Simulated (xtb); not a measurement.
Cl₄MoO, triplet, at a GFN2-xTB geometry (such geometries of metal compounds can be far from the true shape) (the multiplicity is a formal guess); GFN1-xTB in xtb.

Input for xtb:
```
$ xtb mol.xyz --gfn 1 --uhf 2 --json

# file mol.xyz
6

Mo     0.48749864    -0.17709820     0.15070901
O      1.38127443    -0.74911435     1.38941818
Cl    -1.65814993    -0.20351762    -1.22695926
Cl     0.06111374     2.01757753     0.56074168
Cl     1.49379273    -0.55592510    -1.72486824
Cl    -1.75117642    -0.46807367     1.36490205
```

Question: Predict the main parts of the log of this xtb run.

Answer: 
```
   ID    Z sym.   atoms
    1   42 Mo     1
    2    8 O      2
    3   17 Cl     3-6

           -------------------------------------------------
          |                Calculation Setup                |
           -------------------------------------------------

           -------------------------------------------------
          |                 G F N 1 - x T B                 |
           -------------------------------------------------

          ...................................................
          :                      SETUP                      :
          :.................................................:
          :  # basis functions                  54          :
          :  # atomic orbitals                  49          :
          :  # shells                           17          :
          :  # electrons                        40          :
          :  # halogen bonds                     4          :
          :  max. iterations                   250          :
          :  Hamiltonian                  GFN1-xTB          :
          :  restarted?                      false          :
          :  GBSA solvation                  false          :
          :  PC potential                    false          :
          :  electronic temp.          300.0000000     K    :
          :  accuracy                    1.0000000          :
          :  -> integral cutoff          0.2500000E+02      :
          :  -> integral neglect         0.1000000E-07      :
          :  -> SCF convergence          0.1000000E-05 Eh   :
          :  -> wf. convergence          0.2000000E-04 e    :
          :  Broyden damping             0.4000000          :
          :  net charge                          0          :
          :  unpaired electrons                  2          :
          ...................................................

 iter      E             dE          RMSdq      gap      omega  full diag
   1    -23.9050742 -0.239051E+02  0.725E+00    1.04       0.0  T
   2    -23.9188334 -0.137592E-01  0.396E+00    1.08       1.0  T
   3    -23.9144835  0.434987E-02  0.198E+00    1.06       1.0  T
   4    -23.9212005 -0.671700E-02  0.370E-01    1.07       1.0  T
   5    -23.9221825 -0.981986E-03  0.547E-02    1.07       1.0  T
   6    -23.9221906 -0.814870E-05  0.852E-03    1.07       4.8  T
   7    -23.9221903  0.305475E-06  0.863E-03    1.07       4.7  T
   8    -23.9221906 -0.303272E-06  0.107E-03    1.07      38.0  T
   9    -23.9221906 -0.704119E-08  0.129E-04    1.07     315.5  T
  10    -23.9221906 -0.581863E-10  0.663E-06    1.07    6156.0  T

   *** convergence criteria satisfied after 10 iterations ***

 transition dipole moment (au) for excitation:          20          21
     X       Y       Z
   0.1084   0.0245  -0.1611  total (au/Debye):    0.196   0.498
 dE (eV)             :    1.786
 oscillator strength :  0.23711E-02

         :::::::::::::::::::::::::::::::::::::::::::::::::::::
         ::                     SUMMARY                     ::
         :::::::::::::::::::::::::::::::::::::::::::::::::::::
         :: total energy             -23.865327622820 Eh    ::
         :: gradient norm              0.038842691386 Eh/a0 ::
         :: HOMO-LUMO gap              1.069033384759 eV    ::
         ::.................................................::
         :: SCC energy               -23.922190643560 Eh    ::
         :: -> electrostatic           0.139844397318 Eh    ::
         :: repulsion energy           0.061469439583 Eh    ::
         :: dispersion energy         -0.004606418843 Eh    ::
         :: halogen bond corr.         0.000000000000 Eh    ::
         :: add. restraining           0.000000000000 Eh    ::
         :: total charge               0.000000000038 e     ::
         :::::::::::::::::::::::::::::::::::::::::::::::::::::

           -------------------------------------------------
          |                Property Printout                |
           -------------------------------------------------

    * Orbital Energies and Occupations

         #    Occupation            Energy/Eh            Energy/eV
      -------------------------------------------------------------
         1        2.0000           -0.9806631             -26.6852
       ...           ...                  ...                  ...
         9        2.0000           -0.5491151             -14.9422
        10        2.0000           -0.5434295             -14.7875
        11        2.0000           -0.5400761             -14.6962
        12        2.0000           -0.5320919             -14.4790
        13        2.0000           -0.5278482             -14.3635
        14        2.0000           -0.5242235             -14.2648
        15        2.0000           -0.5182874             -14.1033
        16        2.0000           -0.5109180             -13.9028
        17        2.0000           -0.5011297             -13.6364
        18        2.0000           -0.4975801             -13.5398
        19        2.0000           -0.4935983             -13.4315
        20        1.0000           -0.4559219             -12.4063
        21        1.0000           -0.3902922             -10.6204 (HOMO)
        22                         -0.3510059              -9.5514 (LUMO)
        23                         -0.3168240              -8.6212
        24                         -0.2870616              -7.8113
        25                         -0.2360468              -6.4232
        26                         -0.1084040              -2.9498
        27                         -0.1008120              -2.7432
        28                         -0.1002554              -2.7281
        29                         -0.0928083              -2.5254
        30                         -0.0923482              -2.5129
        31                         -0.0883696              -2.4047
        32                         -0.0873262              -2.3763
       ...                                ...                  ...
        49                          0.4470763              12.1656
      -------------------------------------------------------------
                  HL-Gap            0.0392863 Eh            1.0690 eV
             Fermi-level           -0.4227009 Eh          -11.5023 eV

  Mulliken/CM5 charges         n(s)   n(p)   n(d)
     1Mo    1.24352  1.73264   0.678  1.056  3.022
     2O    -0.60401 -0.86254   1.705  4.899  0.000
     3Cl   -0.15355 -0.18900   1.915  5.236  0.002
     4Cl   -0.24492 -0.31464   1.873  5.382 -0.010
     5Cl   -0.18878 -0.28068   1.873  5.327 -0.011
     6Cl   -0.05226 -0.08579   1.918  5.133  0.002

Wiberg/Mayer (AO) data.
largest (>0.10) Wiberg bond orders for each atom

 ---------------------------------------------------------------------------
     #   Z sym  total        # sym  WBO       # sym  WBO       # sym  WBO
 ---------------------------------------------------------------------------
     1  42 Mo   5.702 --     2 O    2.090     5 Cl   1.238     4 Cl   1.147
                             6 Cl   0.656     3 Cl   0.571
     2   8 O    2.242 --     1 Mo   2.090
     3  17 Cl   1.137 --     1 Mo   0.571     6 Cl   0.489
     4  17 Cl   1.260 --     1 Mo   1.147
     5  17 Cl   1.385 --     1 Mo   1.238
     6  17 Cl   1.214 --     1 Mo   0.656     3 Cl   0.489
 ---------------------------------------------------------------------------

Topologies differ in total number of bonds
Writing topology from bond orders to xtbtopo.mol

 dipole moment from electron density (au)
     X       Y       Z
  -0.3952  -0.2972  -1.0937  total (Debye):    3.051

           -------------------------------------------------
          | TOTAL ENERGY              -23.865327622820 Eh   |
          | GRADIENT NORM               0.038842691386 Eh/α |
          | HOMO-LUMO GAP               1.069033384759 eV   |
           -------------------------------------------------

normal termination of xtb
```
